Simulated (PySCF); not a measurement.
## Calculated data, AlBFHN

All values are calculated (PySCF 2.14.0). Calculation on a computer-drawn molecule: optimised geometry and harmonic frequencies of an isolated molecule of the commonest isotopes, restricted reference for singlets and unrestricted otherwise, frozen core in MP2.

## AlBFHN

Start structure:
```xyz
5
AlBFHN
N     -0.8253    -1.5874    -1.1510
B     -1.7157    -0.7555    -1.2609
Al    -3.4790     0.2516    -1.7985
F     -3.6535     1.6973    -0.9604
H     -0.0140    -2.1719    -0.9932
```

* charge: 0
* multiplicity: 2
* method: HF
* basis: cc-pV(D+d)Z
* rotational constants: 27.47, 2.545, 2.329 GHz
* total energy: -421.1389 hartree
* spin squared: 0.7598
* convergence status largest gradient component: 1.954e-05 hartree/bohr

Drawn bonds:
```tsv
atom	other atom	order
1	2	2
2	3	1
3	4	1
1	5	1
```

Optimised structure:
```xyz
5
AlBFHN
N     -0.7858    -1.5796    -1.1362
B     -1.7632    -0.8602    -1.3422
Al    -3.4912     0.2968    -1.7828
F     -3.6512     1.7197    -0.9453
H      0.0040    -2.1425    -0.9576
```

Modes:
```tsv
frequency (cm⁻¹)	reduced mass (dalton)
134.7	8.184
235.7	5.379
331.3	7.273
470.9	12.09
550.2	1.239
587.4	1.236
839	21.61
2043	7.696
4075	1.102
```
